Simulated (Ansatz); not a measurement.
Geometry optimisation, RKS BLYP-D4/def2-SVP (Ansatz).

The input (input.yaml):

```yaml
crystal:
  periodic: [false, false, false]
  atoms:
    - { symbol: Ge, position_ang: [-0.656554, -0.111202, -0.436073] }
    - { symbol: Cl, position_ang: [-0.167004, 1.30929, 2.646267] }
    - { symbol: Cl, position_ang: [1.19924, -0.980268, 0.296448] }
    - { symbol: Cl, position_ang: [-0.396887, 1.993027, -0.877009] }
    - { symbol: Cl, position_ang: [-1.07013, -1.130684, -2.328012] }
    - { symbol: S, position_ang: [-2.449224, -0.451019, 0.887504] }
    - { symbol: H, position_ang: [-2.731206, -1.627893, 0.249911] }
    - { symbol: H, position_ang: [-0.777635, 0.125949, 2.793564] }
basis:
  gaussian: { orbitals: def2-SVP }
hamiltonian:
  xc: blyp
  dispersion: d4
relax:
  f_tol: 0.03
  max_steps: 50
```

Command:

```bash
$ ansatz run input.yaml --threads 4 --pin off --max-ram 5120MiB --backend cpu --events-out ev --progress --plain --runs-dir out
```

Where does it end, and by what steps?

It converged. The force dipped under the threshold on the way, but the program's further checks kept it going. After 19 steps the energy has fallen by 0.095 eV; H7 moved furthest, 0.93 Å.

```
step  energy less start (eV)  largest force component (eV/Å)  accepted
   0                  0.0000                           0.804       yes
   1                 -0.0466                           0.626       yes
   2                 -0.0546                           0.449       yes
   3                 -0.0577                           0.502       yes
   4                 -0.0606                           0.329       yes
   5                 -0.0643                           0.160       yes
   6                 -0.0660                           0.221       yes
   7                 -0.0693                           0.164       yes
   8                 -0.0729                           0.103       yes
   9                 -0.0732                           0.112       yes
  10                 -0.0734                           0.424       yes
  11                 -0.0827                           0.140       yes
  12                 -0.0897                           0.096       yes
  13                 -0.0923                           0.079       yes
  14                 -0.0884                           0.447        no
  15                 -0.0945                           0.013       yes
  16                 -0.0948                           0.116       yes
  17                 -0.0951                           0.036       yes
  18                 -0.0953                           0.009       yes
  19                 -0.0954                           0.013       yes
```

```xyz
8
Properties=species:S:1:pos:R:3
Ge -0.707 -0.156 -0.658
Cl -0.124 1.063 3.091
Cl 1.011 -1.206 0.155
Cl -0.339 1.973 -0.807
Cl -1.076 -0.942 -2.655
S -2.511 -0.438 0.676
H -2.151 -1.721 0.975
H -1.153 0.555 2.456
```

Whether the end is a true minimum wasn't checked by a vibrational analysis.

The run took 39 s on 4 threads of Arm Neoverse V1, on a shared host, peak memory 0.22 GiB.
